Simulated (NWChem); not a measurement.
The numbers come from NWChem runs, not from measurements. System: C$_{2}$H$_{5}$N, charge 0, spin multiplicity 1, displaced from the optimised geometry. Level: PBE/cc-pVDZ, spin-restricted.

Part of the output:

```
             Northwest Computational Chemistry Package (NWChem) 7.3.0
             --------------------------------------------------------

                                NWChem Input Module
                                -------------------

 Scaling coordinates for geometry "geometry" by  1.889725989
 (inverse scale =  0.529177249)

                             Geometry "geometry" -> ""
                             -------------------------

 Output coordinates in angstroms (scale by  1.889725989 to convert to a.u.)

  No.       Tag          Charge          X              Y              Z
 ---- ---------------- ---------- -------------- -------------- --------------
    1 C                    6.0000    -1.10182900     0.34522800     0.00000000
    2 N                    7.0000     0.03540500    -0.54481100     0.00000000
    3 C                    6.0000     1.19759200    -0.04733400     0.00000000
    4 H                    1.0000    -1.72936800     0.13391300    -0.88239000
    5 H                    1.0000    -1.72936800     0.13391300     0.88239000
    6 H                    1.0000    -0.70629800     1.96291000     0.00000000
    7 H                    1.0000     1.39871500     1.04547700     0.00000000
    8 H                    1.0000     2.07574800    -0.71067300     0.00000000

 Effective nuclear repulsion energy (a.u.)      70.4716218546

            Nuclear Dipole moment (a.u.)
            ----------------------------
        X                 Y               Z
 ---------------- ---------------- ----------------
     0.2491452538     1.0189912756     0.0000000000


 Summary of "ao basis" -> "" (spherical)
 ------------------------------------------------------------------------------
       Tag                 Description            Shells   Functions and Types
 ---------------- ------------------------------  ------  ---------------------
 *                          cc-pvdz                   on all atoms

  pbe96 is a nonlocal functional; adding pw91lda local functional.

                                 NWChem DFT Module
                                 -----------------

 Summary of "ao basis" -> "ao basis" (spherical)
 ------------------------------------------------------------------------------
       Tag                 Description            Shells   Functions and Types
 ---------------- ------------------------------  ------  ---------------------
 C                          cc-pvdz                  6       14   3s2p1d
[...]
    19      0.158321  2 N  py                 8      0.156337  1 C  py

 Vector   11  Occ=2.000000D+00  E=-2.784651D-01
              MO Center=  8.6D-02, -1.5D-01,  6.5D-10, r^2= 2.2D+00
   Bfn.  Coefficient  Atom+Function         Bfn.  Coefficient  Atom+Function
  ----- ------------  ---------------      ----- ------------  ---------------
    34      0.384544  3 C  pz                20      0.377336  2 N  pz
    37      0.246959  3 C  pz                23      0.228732  2 N  pz
     6     -0.221010  1 C  pz                43      0.197460  4 H  s
    48     -0.197460  5 H  s                 44      0.113427  4 H  s
    49     -0.113427  5 H  s                  9     -0.071882  1 C  pz

 Vector   12  Occ=2.000000D+00  E=-2.196112D-01
              MO Center= -7.7D-02,  1.7D-01,  3.7D-10, r^2= 2.8D+00
   Bfn.  Coefficient  Atom+Function         Bfn.  Coefficient  Atom+Function
  ----- ------------  ---------------      ----- ------------  ---------------
    19      0.447063  2 N  py                22      0.324501  2 N  py
    53     -0.265711  6 H  s                 54     -0.264556  6 H  s
    17     -0.223727  2 N  s                 59     -0.194582  7 H  s
     5     -0.173114  1 C  py                58     -0.158276  7 H  s
    16     -0.128454  2 N  s                 63      0.116749  8 H  s

 Vector   13  Occ=0.000000D+00  E=-5.211831D-02
              MO Center=  6.5D-01, -2.0D-01,  4.6D-11, r^2= 1.9D+00
   Bfn.  Coefficient  Atom+Function         Bfn.  Coefficient  Atom+Function
  ----- ------------  ---------------      ----- ------------  ---------------
    37      0.546648  3 C  pz                23     -0.487732  2 N  pz
    34      0.473636  3 C  pz                20     -0.458162  2 N  pz
    44     -0.162684  4 H  s                 49      0.162684  5 H  s
    43     -0.105775  4 H  s                 48      0.105775  5 H  s
     9     -0.041703  1 C  pz                41     -0.030957  3 C  d  1

 Vector   14  Occ=0.000000D+00  E=-2.996316D-02
              MO Center= -7.9D-01,  1.2D+00,  4.7D-11, r^2= 2.5D+00
   Bfn.  Coefficient  Atom+Function         Bfn.  Coefficient  Atom+Function
  ----- ------------  ---------------      ----- ------------  ---------------
    54      0.818936  6 H  s                  3     -0.658524  1 C  s
     8     -0.506067  1 C  py                 5     -0.434090  1 C  py
    53      0.318582  6 H  s                 22      0.197377  2 N  py
    19      0.179124  2 N  py                 2     -0.157473  1 C  s
    44      0.133548  4 H  s                 49      0.133548  5 H  s

 Vector   15  Occ=0.000000D+00  E= 6.655903D-02
              MO Center=  5.7D-01, -1.3D-01, -1.7D-09, r^2= 7.0D+00
   Bfn.  Coefficient  Atom+Function         Bfn.  Coefficient  Atom+Function
  ----- ------------  ---------------      ----- ------------  ---------------
    31      1.307808  3 C  s                 64     -1.224240  8 H  s
     3      0.961291  1 C  s                 44     -0.761895  4 H  s
    49     -0.761895  5 H  s                 59     -0.709594  7 H  s
    35      0.471466  3 C  px                 7     -0.392887  1 C  px
    54      0.247468  6 H  s                  8     -0.177862  1 C  py

 center of mass
 --------------
 x =   0.04166317 y =  -0.06448112 z =   0.00000000

 moments of inertia (a.u.)
 ------------------
          45.219109332209          26.281426737993           0.000000000000
          26.281426737993         164.948303652021           0.000000000000
           0.000000000000           0.000000000000         198.958488444957

     Multipole analysis of the density
     ---------------------------------

     L   x y z        total         alpha         beta         nuclear
     -   - - -        -----         -----         ----         -------
     0   0 0 0     -0.000000    -12.000000    -12.000000     24.000000

     1   1 0 0      0.149134     -0.050006     -0.050006      0.249145
     1   0 1 0      0.052679     -0.483156     -0.483156      1.018991
     1   0 0 1     -0.000000     -0.000000     -0.000000      0.000000

     2   2 0 0    -12.077556    -57.183052    -57.183052    102.288547
     2   1 1 0      0.305832      8.401825      8.401825    -16.497818
     2   1 0 1     -0.000000     -0.000000     -0.000000      0.000000
     2   0 2 0    -16.606042    -23.110849    -23.110849     29.615657
     2   0 1 1     -0.000000     -0.000000     -0.000000      0.000000
     2   0 0 2    -14.794722    -10.177835    -10.177835      5.560948

 Task  times  cpu:        5.2s     wall:        5.2s

 Total times  cpu:        5.3s     wall:        5.3s
```

### Question
Write an NWChem input that would produce this output.

### Answer
Several could match; the one computed here: 
```
start mol
memory heap 200 mb stack 900 mb global 1100 mb
geometry units angstroms nocenter noautoz noautosym
  C     -1.101829     0.345228     0.000000
  N      0.035405    -0.544811     0.000000
  C      1.197592    -0.047334     0.000000
  H     -1.729368     0.133913    -0.882390
  H     -1.729368     0.133913     0.882390
  H     -0.706298     1.962910     0.000000
  H      1.398715     1.045477     0.000000
  H      2.075748    -0.710673     0.000000
end
basis spherical
  * library cc-pvdz
end
dft
  xc xpbe96 cpbe96
  semidirect memsize 60000000 filesize 0
  iterations 100
end
task dft energy
```
